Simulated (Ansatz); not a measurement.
C4H8F2 (SMILES CCCC(F)F), singlet, at a GFN2-xTB geometry. Base run: MP2/def2-SVPD run with Ansatz (a quantum-chemistry and plane-wave program).

Here is a job for Ansatz.
Ansatz 0.2 input:
```yaml
crystal:
  periodic: [false, false, false]
  atoms:
    - {symbol: C, position_ang: [-2.74021234, 0.19807261, 0.22743356]}
    - {symbol: C, position_ang: [-1.29812696, 0.68805762, 0.20320324]}
    - {symbol: C, position_ang: [-0.31526592, -0.48102027, 0.18903765]}
    - {symbol: C, position_ang: [1.12303033, 0.00208902, 0.15190877]}
    - {symbol: F, position_ang: [1.40036975, 0.62135132, -1.02292073]}
    - {symbol: F, position_ang: [1.98651394, -1.04199459, 0.23601452]}
    - {symbol: H, position_ang: [-2.95313130, -0.40732655, -0.65029105]}
    - {symbol: H, position_ang: [-2.92426814, -0.40520141, 1.11347047]}
    - {symbol: H, position_ang: [-3.42593873, 1.04114751, 0.23709798]}
    - {symbol: H, position_ang: [-1.13478191, 1.30304897, -0.68372556]}
    - {symbol: H, position_ang: [-1.10876827, 1.30958602, 1.08148115]}
    - {symbol: H, position_ang: [-0.43791934, -1.09693488, 1.08165090]}
    - {symbol: H, position_ang: [-0.48645811, -1.10724767, -0.68899415]}
    - {symbol: H, position_ang: [1.37276212, 0.70552361, 0.96196682]}
basis:
  gaussian:
    orbitals: def2-SVPD
magnetization: {spin_polarized: false}
correlation: {method: mp2}
```

The job was repeated with other settings on one machine. Differences are taken from the largest basis of the diffuse def2 family in the series, which isn't the basis-set limit (def2-TZVPPD: -356.362887 Eh). The cheapest run took about 9 core-seconds (a rough figure).

```
setting      basis functions  cost, times the cheapest (rough)  difference in total energy (mEh)
-----------  ---------------  --------------------------------  --------------------------------
def2-SVPD                190                                 1                            620.99
def2-TZVPD               300                                 3                             22.93
def2-TZVPPD              364                                 4                         reference
```

Times come from a shared machine, hold the start-up and are rough. Total energies converge more slowly with the basis than energy differences do.
